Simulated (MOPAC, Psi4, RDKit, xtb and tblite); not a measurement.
Conformational energy of SMILES CC(c1cc(OC)ccc1)(C)C. Scanned: dihedral C1–O2–C3–C4; all other coordinates were relaxed at GFN2-xTB. Points at φ and −φ are mirror images. Heavy atoms are numbered in the order of the SMILES COc1cccc(C(C)(C)C)c1, hydrogens after them in the order of the atoms that carry them; the mirror image has the same energies with the sign of each dihedral reversed.

Computed with: UFF // GFN2-xTB (RDKit); GFN2-xTB (xtb and tblite); AM1, restricted, heats of formation // GFN2-xTB (MOPAC); PBE-D3(BJ)/def2-SVP // GFN2-xTB (Psi4).

Energies relative to the lowest point of each profile, in mEh; the last columns give the difference from PBE-D3(BJ):

```json
[
 {"φ / °": "-160", "UFF": "0.8", "GFN2-xTB": "1.4", "AM1": "0.5", "PBE-D3(BJ)/def2-SVP": "1.3", "UFF − PBE-D3(BJ)/def2-SVP": "-0.5", "GFN2-xTB − PBE-D3(BJ)/def2-SVP": "0.1", "AM1 − PBE-D3(BJ)/def2-SVP": "-0.8"},
 {"φ / °": "-140", "UFF": "2.9", "GFN2-xTB": "3.7", "AM1": "1.4", "PBE-D3(BJ)/def2-SVP": "4.0", "UFF − PBE-D3(BJ)/def2-SVP": "-1.1", "GFN2-xTB − PBE-D3(BJ)/def2-SVP": "-0.3", "AM1 − PBE-D3(BJ)/def2-SVP": "-2.6"},
 {"φ / °": "-120", "UFF": "5.2", "GFN2-xTB": "6.1", "AM1": "1.7", "PBE-D3(BJ)/def2-SVP": "6.1", "UFF − PBE-D3(BJ)/def2-SVP": "-0.9", "GFN2-xTB − PBE-D3(BJ)/def2-SVP": "-0.1", "AM1 − PBE-D3(BJ)/def2-SVP": "-4.5"},
 {"φ / °": "-100", "UFF": "8.0", "GFN2-xTB": "7.0", "AM1": "1.9", "PBE-D3(BJ)/def2-SVP": "7.0", "UFF − PBE-D3(BJ)/def2-SVP": "1.1", "GFN2-xTB − PBE-D3(BJ)/def2-SVP": "0.0", "AM1 − PBE-D3(BJ)/def2-SVP": "-5.0"},
 {"φ / °": "-80", "UFF": "7.9", "GFN2-xTB": "6.9", "AM1": "1.8", "PBE-D3(BJ)/def2-SVP": "6.9", "UFF − PBE-D3(BJ)/def2-SVP": "1.0", "GFN2-xTB − PBE-D3(BJ)/def2-SVP": "0.0", "AM1 − PBE-D3(BJ)/def2-SVP": "-5.1"},
 {"φ / °": "-60", "UFF": "5.1", "GFN2-xTB": "5.7", "AM1": "1.5", "PBE-D3(BJ)/def2-SVP": "5.9", "UFF − PBE-D3(BJ)/def2-SVP": "-0.8", "GFN2-xTB − PBE-D3(BJ)/def2-SVP": "-0.3", "AM1 − PBE-D3(BJ)/def2-SVP": "-4.4"},
 {"φ / °": "-40", "UFF": "2.9", "GFN2-xTB": "3.1", "AM1": "1.1", "PBE-D3(BJ)/def2-SVP": "3.6", "UFF − PBE-D3(BJ)/def2-SVP": "-0.7", "GFN2-xTB − PBE-D3(BJ)/def2-SVP": "-0.4", "AM1 − PBE-D3(BJ)/def2-SVP": "-2.5"},
 {"φ / °": "-20", "UFF": "0.9", "GFN2-xTB": "0.8", "AM1": "0.3", "PBE-D3(BJ)/def2-SVP": "1.0", "UFF − PBE-D3(BJ)/def2-SVP": "-0.1", "GFN2-xTB − PBE-D3(BJ)/def2-SVP": "-0.2", "AM1 − PBE-D3(BJ)/def2-SVP": "-0.7"},
 {"φ / °": "0", "UFF": "0.1", "GFN2-xTB": "0.0", "AM1": "0.0", "PBE-D3(BJ)/def2-SVP": "0.0", "UFF − PBE-D3(BJ)/def2-SVP": "0.1", "GFN2-xTB − PBE-D3(BJ)/def2-SVP": "0.0", "AM1 − PBE-D3(BJ)/def2-SVP": "0.0"},
 {"φ / °": "20", "UFF": "0.9", "GFN2-xTB": "0.8", "AM1": "0.3", "PBE-D3(BJ)/def2-SVP": "1.0", "UFF − PBE-D3(BJ)/def2-SVP": "-0.1", "GFN2-xTB − PBE-D3(BJ)/def2-SVP": "-0.2", "AM1 − PBE-D3(BJ)/def2-SVP": "-0.7"},
 {"φ / °": "40", "UFF": "2.9", "GFN2-xTB": "3.1", "AM1": "1.1", "PBE-D3(BJ)/def2-SVP": "3.6", "UFF − PBE-D3(BJ)/def2-SVP": "-0.7", "GFN2-xTB − PBE-D3(BJ)/def2-SVP": "-0.4", "AM1 − PBE-D3(BJ)/def2-SVP": "-2.5"},
 {"φ / °": "60", "UFF": "5.1", "GFN2-xTB": "5.7", "AM1": "1.5", "PBE-D3(BJ)/def2-SVP": "5.9", "UFF − PBE-D3(BJ)/def2-SVP": "-0.8", "GFN2-xTB − PBE-D3(BJ)/def2-SVP": "-0.3", "AM1 − PBE-D3(BJ)/def2-SVP": "-4.4"},
 {"φ / °": "80", "UFF": "7.9", "GFN2-xTB": "6.9", "AM1": "1.8", "PBE-D3(BJ)/def2-SVP": "6.9", "UFF − PBE-D3(BJ)/def2-SVP": "1.0", "GFN2-xTB − PBE-D3(BJ)/def2-SVP": "0.0", "AM1 − PBE-D3(BJ)/def2-SVP": "-5.1"},
 {"φ / °": "100", "UFF": "8.0", "GFN2-xTB": "7.0", "AM1": "1.9", "PBE-D3(BJ)/def2-SVP": "7.0", "UFF − PBE-D3(BJ)/def2-SVP": "1.1", "GFN2-xTB − PBE-D3(BJ)/def2-SVP": "0.0", "AM1 − PBE-D3(BJ)/def2-SVP": "-5.0"},
 {"φ / °": "120", "UFF": "5.2", "GFN2-xTB": "6.1", "AM1": "1.7", "PBE-D3(BJ)/def2-SVP": "6.1", "UFF − PBE-D3(BJ)/def2-SVP": "-0.9", "GFN2-xTB − PBE-D3(BJ)/def2-SVP": "-0.1", "AM1 − PBE-D3(BJ)/def2-SVP": "-4.5"},
 {"φ / °": "140", "UFF": "2.9", "GFN2-xTB": "3.7", "AM1": "1.4", "PBE-D3(BJ)/def2-SVP": "4.0", "UFF − PBE-D3(BJ)/def2-SVP": "-1.1", "GFN2-xTB − PBE-D3(BJ)/def2-SVP": "-0.3", "AM1 − PBE-D3(BJ)/def2-SVP": "-2.6"},
 {"φ / °": "160", "UFF": "0.8", "GFN2-xTB": "1.4", "AM1": "0.5", "PBE-D3(BJ)/def2-SVP": "1.3", "UFF − PBE-D3(BJ)/def2-SVP": "-0.5", "GFN2-xTB − PBE-D3(BJ)/def2-SVP": "0.1", "AM1 − PBE-D3(BJ)/def2-SVP": "-0.8"},
 {"φ / °": "180", "UFF": "0.0", "GFN2-xTB": "0.5", "AM1": "0.1", "PBE-D3(BJ)/def2-SVP": "0.2", "UFF − PBE-D3(BJ)/def2-SVP": "-0.2", "GFN2-xTB − PBE-D3(BJ)/def2-SVP": "0.3", "AM1 − PBE-D3(BJ)/def2-SVP": "-0.1"}
]
```

UFF is furthest from PBE-D3(BJ)/def2-SVP at -100 (1.1 mEh, above); its mean absolute difference over the points is 0.7 mEh.

GFN2-xTB is furthest from PBE-D3(BJ)/def2-SVP at -40 (-0.4 mEh, below); its mean absolute difference over the points is 0.2 mEh.

AM1 is furthest from PBE-D3(BJ)/def2-SVP at -80 (-5.1 mEh, below); its mean absolute difference over the points is 2.9 mEh.
